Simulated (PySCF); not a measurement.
Ga(H)(Br)(OMe) (CH4BrGaO), SMILES C[O][GaH][Br]. Atoms are numbered in the order given.

```xyz
8

Ga     0.8409     0.4943     0.0000
H      2.3847     0.5505     0.0000
Br    -0.3671    -1.4536     0.0000
O     -0.1103     1.9843     0.0000
C     -1.5042     2.1085     0.0000
H     -1.8336     2.6710     0.8911
H     -1.8336     2.6710    -0.8911
H     -2.0283     1.1353     0.0000
```

The structure is a stationary point at PBE0-D3(BJ)/def2-SVP. One conformer was computed; it need not be the lowest.

The numbers are results of IEF-PCM-B3LYP/def2-SVP run with PySCF, not measurements.

The values are the electrostatic part of the solvation free energy, E(continuum) − E(gas) at the gas-phase geometry, in a cavity of scaled van der Waals radii (PySCF's table); cavitation and dispersion terms are not included. A continuum can't describe solvent molecules that bind to the metal. In vacuum the orbital gap is 6.42 eV. The dipole moment in vacuum is 0.51 D.

Computed values in water (ε = 78.36), methanol (ε = 32.61), cyclohexanone (ε = 15.62):
```
solvent            ε  ΔG(elec) (kcal/mol)  dipole (D)  gap (eV)
-------------  -----  -------------------  ----------  --------
water          78.36                 -3.9        0.77      6.70
methanol       32.61                 -3.7        0.76      6.69
cyclohexanone  15.62                 -3.5        0.75      6.68
```
